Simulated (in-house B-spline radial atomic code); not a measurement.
# RPA and G0W0 on PBE0: Mo⁶⁺

Configuration [Ar] 3d10 4s2 4p6, mean-field start PBE0. Computed with an all-electron radial atomic-structure program (B-spline basis): all electrons, non-relativistic, point nucleus, each spin shell either full or empty, empty states to l = 9 with an (l + 1/2)⁻⁴ tail; G0W0 by contour deformation at full frequency.

Without relativity these are model numbers: it shifts the levels of so heavy an element strongly and can reorder them.

Command:
```bash
python run_gw.py task.json out
```
Settings (radii: box in bohr, nucleus in fm):
```
Z                        42
electrons                36
configuration            [Ar] 3d10 4s2 4p6
hamiltonian              nr
method                   pbe0
lmax                     9
spin_polarised           False
box_radius               9.29
intervals                51
```

Time taken, with all properties: 1.8 s on 1 thread of Arm Neoverse V1, on a shared host.

Energies (hartree):

```json
{"term": "mean-field total", "value": "-3969.29575"}
{"term": "Hartree-Fock functional on these orbitals", "value": "-3967.83124"}
{"term": "direct second order", "value": "-2.9907"}
{"term": "second-order exchange", "value": "0.85567"}
{"term": "SOSEX correction", "value": "0.80173"}
```

Question: What is the RPA correlation energy, and what remains with SOSEX?

Answer: RPA gives -2.6757 hartree (-2.02 eV per electron); RPA + SOSEX gives -1.874, and the second-order doubles -2.135 hartree (no singles). RPA lacks exchange-type terms and so overcorrelates at short range.

Quasi-particle levels (eV):

| level | occupied | mean field | Σx - vxc | Σc | QP weight | G0W0 |
| --- | --- | --- | --- | --- | --- | --- |
| 4p | yes | -119.19 | -6.18 | ? | ? | ? |
| 3d | yes | -318.34 | -21.38 | 6.64 | 0.909 | -333.07 |
| 4d | no | -74.95 | 7.55 | -2.34 | 0.971 | -69.75 |

G0W0 = mean field + (Σx - vxc) + Σc, with Σc (partial-wave tail included) taken at the quasi-particle energy. Only the outer levels were computed. Levels of low weight are left out.

Question: Where does G0W0 put 4p?

Answer: At -126.13 eV, with Σc = -0.76 eV and a quasi-particle weight of 0.961. The tabulated removal energy is 125.638 ± 0.025 eV (NIST, semi-empirical); the calculation leaves out relativity, Breit and QED terms, and what these don't explain is the method's own error.
